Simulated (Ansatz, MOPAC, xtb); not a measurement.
Diatomic OsCl, multiplicity 6 (lowest of 2S+1 = 2, 4, 6 at CCSD(T)/def2-TZVPP on PBE0 minima; our sources give no spin for the ground state, which may be another). No spin–orbit coupling.

Seven points along R, fitted to fifth degree in 1/R; most abundant isotopes. Runs in def2 and cc sets follow the lowest solution found near the PBE0 minimum.

The values were computed with Ansatz (Gaussian basis) for Hartree–Fock, density functionals and correlated methods; MOPAC for PM6 (differences of heats of formation); xtb for the GFN methods.  In def2 rows elements past Kr take small-core potentials, without spin–orbit coupling. The GFN methods have no spin term and hold the electronic entropy of 300 K.

```csv
level,r_e (Å),ω_e (cm⁻¹),B_e (cm⁻¹),ω_e x_e (cm⁻¹),dipole (D)
PM6,2.294,294,0.108,0.11,-
GFN1-xTB,2.283,320,0.109,0.99,-
GFN2-xTB,2.337,235,0.104,0.92,-
SVWN5/def2-TZVPP,2.245,365,0.113,1.2,0.50
PBE/def2-TZVPP,2.311,330,0.107,1.1,1.27
r2SCAN/def2-TZVPP,2.302,342,0.108,1.0,1.58
B97M-V/def2-TZVPP,2.334,325,0.105,1.0,1.94
B3LYP/def2-TZVPP,2.335,324,0.104,1.1,1.84
PBE0/def2-TZVPP,2.306,340,0.107,1.0,1.80
BHLYP/def2-TZVPP,2.338,331,0.104,1.0,2.42
CAM-B3LYP/def2-TZVPP,2.296,346,0.108,1.1,1.64
wB97X-V/def2-TZVPP,2.305,346,0.107,1.0,1.86
wB97M-V/def2-TZVPP,2.293,351,0.108,1.1,1.68
B2PLYP/def2-TZVPP,2.318,337,0.106,1.0,-
CCSD/def2-TZVPP,2.294,357,0.108,1.1,-
CCSD(T)/def2-TZVPP,2.286,361,0.109,1.1,-
```

Correlated levels freeze the inner cores; with def2 sets outer-core shells near the valence are correlated too. The state that PM6 reach isn't checked.

Ansatz is a quantum-chemistry and plane-wave program.
